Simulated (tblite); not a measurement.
A geometry optimisation, step by step.

C₈H₁₂OP (charge +1).
SMILES with atom numbers: `[CH2:1]=[CH:2][P@@H+:3]1[CH:4]=[CH:5][C:6]([CH3:7])=[C:8]1[O:9][CH3:10]` (hydrogens: H11, H12 on C1; H13 on C2; H14 on P3; H15 on C4; H16 on C5; H17, H18, H19 on C7; H20, H21, H22 on C10)
Bond orders are those of one Lewis drawing.

Computed with GFN2-xTB (tblite), gas phase: L-BFGS steps from a force-field or distance-geometry start until the largest atomic force falls under 0.01 eV/Å. 8 of its 84 geometries are shown.

Step 0: E = -797.8708 eV, largest atomic force 2.679 eV/Å
```
atom  x, y, z in Å  |  force x, y, z in eV/Å
C1      2.876    1.663   -0.416   -0.812  -0.397  -0.166
C2      1.750    0.956   -0.636    2.062   1.692   0.254
P3      1.010   -0.022    0.609   -0.192  -0.159   0.269
C4      1.216   -1.656    0.009    0.952  -1.514   0.333
C5      0.063   -2.176   -0.441   -0.281   0.535   0.011
C6     -1.060   -1.253   -0.355   -0.051  -0.594  -0.138
C7     -2.404   -1.669   -0.828   -0.529   0.129   0.276
C8     -0.707   -0.059    0.192   -2.454   0.671   0.287
O9     -1.622    0.943    0.386    1.003  -0.109   0.360
C10    -1.145    2.004    1.203   -0.150   0.037  -0.304
H11     3.356    1.671    0.551    0.059   0.095  -0.092
H12     3.304    2.254   -1.210    0.119  -0.047   0.111
H13     1.301    0.982   -1.607   -0.436  -0.244  -0.281
H14     1.327    0.206    1.958    0.067  -0.009  -0.593
H15     2.149   -2.198    0.024    0.076   0.098   0.023
H16    -0.042   -3.168   -0.848   -0.004   0.069  -0.042
H17    -2.375   -1.922   -1.886    0.035  -0.070   0.018
H18    -2.751   -2.556   -0.270    0.257   0.310  -0.265
H19    -3.151   -0.879   -0.686    0.312  -0.135  -0.010
H20    -1.961    2.704    1.380   -0.158  -0.143  -0.146
H21    -0.804    1.639    2.175    0.077  -0.104   0.051
H22    -0.341    2.555    0.694    0.046  -0.112   0.044
```

Step 12: E = -798.2019 eV, largest atomic force 0.132 eV/Å
```
atom  x, y, z in Å  |  force x, y, z in eV/Å
C1      2.913    1.717   -0.406   -0.009  -0.014  -0.005
C2      1.804    1.030   -0.637    0.027  -0.018   0.024
P3      0.994   -0.041    0.547    0.020   0.006   0.041
C4      1.220   -1.738    0.059    0.016  -0.012  -0.028
C5      0.043   -2.186   -0.428    0.075   0.059  -0.036
C6     -1.093   -1.289   -0.339    0.019   0.042  -0.005
C7     -2.434   -1.685   -0.830   -0.071   0.016   0.010
C8     -0.796   -0.090    0.238   -0.013   0.106   0.063
O9     -1.634    0.929    0.439   -0.062  -0.018  -0.020
C10    -1.152    2.006    1.209   -0.005  -0.027  -0.009
H11     3.408    1.741    0.551   -0.031  -0.033   0.080
H12     3.385    2.290   -1.186   -0.022   0.063  -0.064
H13     1.304    0.994   -1.600    0.103   0.063  -0.053
H14     1.391    0.235    1.843    0.011  -0.014  -0.057
H15     2.168   -2.243    0.062    0.003  -0.064  -0.012
H16    -0.082   -3.157   -0.876   -0.003  -0.094   0.055
H17    -2.398   -1.935   -1.887    0.053  -0.015  -0.075
H18    -2.784   -2.567   -0.301   -0.029  -0.068   0.056
H19    -3.141   -0.878   -0.687   -0.088   0.071   0.035
H20    -1.984    2.695    1.345   -0.025  -0.031  -0.026
H21    -0.805    1.660    2.187   -0.008  -0.004   0.098
H22    -0.335    2.529    0.697    0.038  -0.014  -0.071
```

Step 24: E = -798.2196 eV, largest atomic force 0.091 eV/Å
```
atom  x, y, z in Å  |  force x, y, z in eV/Å
C1      2.925    1.743   -0.383    0.001   0.003  -0.030
C2      1.833    1.044   -0.662    0.021  -0.023   0.020
P3      1.008   -0.042    0.503   -0.016   0.005  -0.016
C4      1.218   -1.748    0.033   -0.004   0.009  -0.010
C5      0.030   -2.196   -0.423    0.009  -0.010  -0.024
C6     -1.100   -1.290   -0.334   -0.009  -0.023  -0.027
C7     -2.449   -1.681   -0.819   -0.007  -0.012   0.017
C8     -0.794   -0.090    0.238   -0.004  -0.039  -0.009
O9     -1.652    0.903    0.471    0.056   0.034  -0.024
C10    -1.164    1.997    1.211    0.025   0.020   0.013
H11     3.401    1.752    0.587   -0.084   0.001  -0.035
H12     3.391    2.340   -1.151    0.039   0.025   0.044
H13     1.384    1.030   -1.651    0.023   0.007   0.063
H14     1.427    0.228    1.790    0.004   0.006   0.000
H15     2.150   -2.282    0.050    0.019   0.022  -0.023
H16    -0.104   -3.188   -0.823   -0.037  -0.011   0.014
H17    -2.402   -1.926   -1.881   -0.009  -0.008   0.040
H18    -2.793   -2.567   -0.289   -0.020  -0.009  -0.014
H19    -3.163   -0.876   -0.673    0.021   0.002   0.022
H20    -1.993    2.695    1.314    0.013  -0.003  -0.007
H21    -0.829    1.683    2.208   -0.028   0.000  -0.009
H22    -0.335    2.489    0.684   -0.012   0.004  -0.004
```

Step 36: E = -798.2325 eV, largest atomic force 0.081 eV/Å
```
atom  x, y, z in Å  |  force x, y, z in eV/Å
C1      2.918    1.784   -0.334   -0.020  -0.005  -0.011
C2      1.869    1.057   -0.693   -0.029  -0.021   0.038
P3      1.029   -0.051    0.436   -0.040  -0.056   0.043
C4      1.225   -1.760   -0.031   -0.035  -0.033  -0.006
C5      0.018   -2.225   -0.416   -0.030   0.010  -0.012
C6     -1.108   -1.310   -0.319    0.001  -0.010  -0.006
C7     -2.471   -1.692   -0.774    0.023   0.007   0.030
C8     -0.777   -0.096    0.209   -0.031  -0.011  -0.010
O9     -1.621    0.912    0.427   -0.039  -0.022  -0.056
C10    -1.155    2.001    1.188    0.001  -0.021  -0.013
H11     3.308    1.780    0.672    0.015   0.023   0.017
H12     3.427    2.411   -1.046    0.030   0.046  -0.018
H13     1.464    1.040   -1.698    0.042   0.019  -0.015
H14     1.452    0.201    1.726    0.003  -0.004  -0.011
H15     2.163   -2.287   -0.039   -0.044   0.004  -0.003
H16    -0.152   -3.235   -0.760    0.051   0.033  -0.021
H17    -2.447   -1.927   -1.839   -0.018   0.023   0.041
H18    -2.827   -2.580   -0.254    0.051   0.009   0.027
H19    -3.170   -0.877   -0.604    0.012  -0.016  -0.013
H20    -1.985    2.702    1.252    0.014   0.031  -0.012
H21    -0.872    1.687    2.198    0.012  -0.030   0.039
H22    -0.300    2.484    0.700    0.028   0.024  -0.029
```

Step 47: E = -798.2431 eV, largest atomic force 0.079 eV/Å
```
atom  x, y, z in Å  |  force x, y, z in eV/Å
C1      2.905    1.836   -0.265    0.007   0.019  -0.001
C2      1.914    1.067   -0.695   -0.057  -0.031   0.021
P3      1.037   -0.062    0.388    0.015  -0.052   0.017
C4      1.211   -1.775   -0.083    0.030  -0.013  -0.033
C5     -0.003   -2.243   -0.435   -0.006   0.032  -0.017
C6     -1.121   -1.323   -0.320    0.009   0.050   0.009
C7     -2.501   -1.705   -0.709    0.010  -0.018   0.013
C8     -0.772   -0.099    0.167    0.001   0.072  -0.032
O9     -1.599    0.934    0.340   -0.046   0.006   0.011
C10    -1.136    2.000    1.139    0.010  -0.049  -0.008
H11     3.223    1.847    0.766    0.022   0.017  -0.008
H12     3.434    2.486   -0.942    0.009   0.013   0.016
H13     1.581    1.046   -1.726    0.014  -0.017  -0.010
H14     1.466    0.160    1.682   -0.038  -0.004  -0.007
H15     2.142   -2.309   -0.122    0.040   0.001   0.036
H16    -0.167   -3.254   -0.774   -0.016   0.018  -0.009
H17    -2.527   -1.940   -1.772   -0.042   0.001  -0.001
H18    -2.813   -2.596   -0.168   -0.018  -0.019   0.011
H19    -3.192   -0.893   -0.503    0.000  -0.023  -0.013
H20    -1.941    2.733    1.183    0.040  -0.047  -0.041
H21    -0.911    1.649    2.152    0.026   0.042   0.034
H22    -0.242    2.461    0.695   -0.010   0.002   0.012
```

Step 59: E = -798.2495 eV, largest atomic force 0.029 eV/Å
```
atom  x, y, z in Å  |  force x, y, z in eV/Å
C1      2.897    1.865   -0.233   -0.007  -0.017  -0.002
C2      1.937    1.067   -0.681    0.005  -0.001  -0.004
P3      1.039   -0.072    0.371   -0.010   0.008   0.002
C4      1.209   -1.780   -0.113    0.003  -0.005   0.007
C5     -0.008   -2.239   -0.470    0.004   0.003   0.000
C6     -1.125   -1.319   -0.344    0.000   0.008   0.005
C7     -2.515   -1.719   -0.679    0.009  -0.002  -0.001
C8     -0.768   -0.093    0.132   -0.002   0.004   0.010
O9     -1.593    0.937    0.325    0.003   0.008   0.015
C10    -1.114    1.998    1.120    0.001   0.007   0.006
H11     3.196    1.893    0.804   -0.012   0.014  -0.008
H12     3.427    2.524   -0.903    0.002  -0.007   0.015
H13     1.641    1.028   -1.724    0.000   0.000   0.000
H14     1.423    0.137    1.680   -0.002   0.001   0.007
H15     2.139   -2.317   -0.129    0.009  -0.014  -0.024
H16    -0.181   -3.246   -0.816    0.007   0.002  -0.006
H17    -2.592   -1.961   -1.739    0.002  -0.005   0.005
H18    -2.792   -2.609   -0.117   -0.014   0.000  -0.010
H19    -3.209   -0.915   -0.451    0.006  -0.010   0.001
H20    -1.906    2.744    1.138    0.015   0.011   0.002
H21    -0.909    1.660    2.143   -0.002   0.011  -0.010
H22    -0.205    2.438    0.687   -0.016  -0.016  -0.012
```

Step 71: E = -798.2516 eV, largest atomic force 0.034 eV/Å
```
atom  x, y, z in Å  |  force x, y, z in eV/Å
C1      2.885    1.876   -0.213   -0.001  -0.019   0.000
C2      1.944    1.063   -0.676    0.001  -0.002  -0.008
P3      1.035   -0.075    0.368    0.023  -0.016   0.001
C4      1.209   -1.779   -0.132   -0.008  -0.003  -0.006
C5     -0.010   -2.236   -0.485   -0.001  -0.005  -0.004
C6     -1.130   -1.324   -0.338    0.011  -0.002  -0.002
C7     -2.521   -1.730   -0.664    0.008   0.011  -0.006
C8     -0.773   -0.097    0.138   -0.011  -0.001   0.021
O9     -1.598    0.928    0.349   -0.029  -0.001  -0.012
C10    -1.101    2.005    1.109    0.002   0.003  -0.001
H11     3.150    1.922    0.833    0.004   0.013  -0.011
H12     3.432    2.527   -0.876   -0.014  -0.004   0.022
H13     1.676    1.006   -1.725    0.004   0.000  -0.002
H14     1.407    0.133    1.681    0.011  -0.008   0.004
H15     2.139   -2.317   -0.176   -0.007   0.033   0.005
H16    -0.180   -3.238   -0.847    0.000   0.000   0.004
H17    -2.602   -1.970   -1.723    0.000  -0.011  -0.004
H18    -2.795   -2.623   -0.102    0.001   0.017  -0.007
H19    -3.214   -0.928   -0.431   -0.013  -0.009   0.011
H20    -1.876    2.768    1.110   -0.020  -0.001  -0.013
H21    -0.899    1.696    2.140    0.017  -0.008   0.026
H22    -0.188    2.414    0.658    0.024   0.010  -0.017
```

Step 83: E = -798.2524 eV, largest atomic force 0.009 eV/Å
```
atom  x, y, z in Å  |  force x, y, z in eV/Å
C1      2.879    1.876   -0.205    0.000   0.001   0.000
C2      1.945    1.058   -0.673   -0.004   0.002   0.003
P3      1.033   -0.077    0.371    0.001  -0.003   0.000
C4      1.207   -1.777   -0.137    0.000  -0.001  -0.008
C5     -0.011   -2.236   -0.490   -0.003   0.002  -0.003
C6     -1.132   -1.325   -0.335   -0.003   0.000   0.006
C7     -2.523   -1.732   -0.662   -0.002   0.002  -0.003
C8     -0.777   -0.101    0.148    0.003  -0.001   0.000
O9     -1.603    0.923    0.364    0.005   0.000   0.000
C10    -1.095    2.009    1.104   -0.001   0.001  -0.001
H11     3.134    1.931    0.842   -0.001   0.002  -0.002
H12     3.427    2.527   -0.866    0.000   0.003   0.004
H13     1.688    0.994   -1.724   -0.002  -0.001   0.004
H14     1.415    0.123    1.683   -0.002   0.000  -0.001
H15     2.143   -2.304   -0.189   -0.002  -0.009   0.002
H16    -0.181   -3.235   -0.858    0.001   0.000   0.002
H17    -2.604   -1.973   -1.721    0.005  -0.003  -0.004
H18    -2.795   -2.625   -0.101    0.003   0.003   0.000
H19    -3.220   -0.934   -0.428    0.003   0.003   0.007
H20    -1.870    2.774    1.099   -0.002  -0.002   0.002
H21    -0.885    1.714    2.139    0.006   0.002  -0.004
H22    -0.184    2.409    0.640   -0.006   0.002  -0.004
```

Task: Summarise the path.

Result: The energy falls by 0.3816 eV from step 0 to step 83; nine tenths of that is first reached at step 19. It falls at every step. The largest force goes from 2.679 to 0.009 eV/Å. Among the bonds P3–C8 changes most, from 1.767 to 1.824 Å; the atoms move by 0.254 Å rms after alignment.

What follows is the cost of the whole relaxation. Hardware: one thread, Intel Xeon Platinum 8488C (x86_64), shared host. Cost: 0.85 s wall.
